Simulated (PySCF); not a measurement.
Species: C₅H₈FNSi₂.
Atom-mapped SMILES: `[N:1]#[C:2][Si@@H:3]1[CH2:4][CH2:5][SiH2:6]/[C:7]1=[CH:8]\[F:9]`

Cartesian coordinates in Å at the GFN2-xTB level; atoms count from 1:
```
atom  x, y, z in Å
N1    -1.054   -3.654   -0.817
C2    -0.954   -2.633   -0.309
Si3   -0.781   -0.971    0.528
C4    -1.587    0.401   -0.518
C5    -0.822    1.713   -0.294
Si6    1.062    1.395   -0.291
C7     0.999   -0.361    0.429
C8     2.056   -1.062    0.792
F9     3.308   -0.569    0.696
H10   -1.299   -1.124    1.892
H11   -1.527    0.130   -1.575
H12   -2.647    0.535   -0.296
H13   -1.113    2.447   -1.046
H14   -1.115    2.132    0.670
H15    1.775    2.332    0.578
H16    1.623    1.371   -1.644
H17    2.070   -2.067    1.194
```

NICS is the negative of the GIAO shielding at a point without a nucleus: at the ring centre (0) and 1 Å above and below it (1); zz is the component along the ring normal. Level: GIAO PBE0/pcSseg-1 (PySCF, non-relativistic, gas phase) on the GFN2-xTB geometry, one conformer.

Ring bond lengths (Å), with Mayer bond orders in brackets: Si3–C4 1.905 (0.93), C4–C5 1.535 (1.02), C5–Si6 1.910 (0.90), Si6–C7 1.899 (0.81), C7–Si3 1.884 (0.85).

What do the NICS probes read (ppm)?

| ring | type | NICS(0) | NICS(1), two faces | NICS(1)zz, two faces | rms pucker (Å) | centre to ring atoms, mean (Å) |
| --- | --- | --- | --- | --- | --- | --- |
| Si3–C4–C5–Si6–C7 | 5-membered ring with 2 Si; formal bonds all single | -3.5 | -3.1 / -3.4 | 0.2 / -0.9 | 0.19 | 1.53 |

What do they say, and how far can they be read as aromaticity?

- Si3–C4–C5–Si6–C7: mean NICS(1)zz -0.3 ppm, near zero. Si3, C4, C5, Si6 have four or more neighbours, and the NICS criterion for π rings isn't applied.

Give the inner angles of the rings and the Hirshfeld charges of the ring atoms.

- Si3–C4–C5–Si6–C7: Si3 97.9° (+0.399 e), C4 108.9° (-0.150 e), C5 110.5° (-0.156 e), Si6 97.0° (+0.337 e), C7 110.5° (-0.217 e); sum 524.8° against 540° for a flat convex ring.

Time: 39 s of wall time; peak memory 0.92 GiB. Hardware: one thread, Arm Neoverse V2 (aarch64) (shared host). This is the whole shielding run at PBE0/pcSseg-1, SCF included.
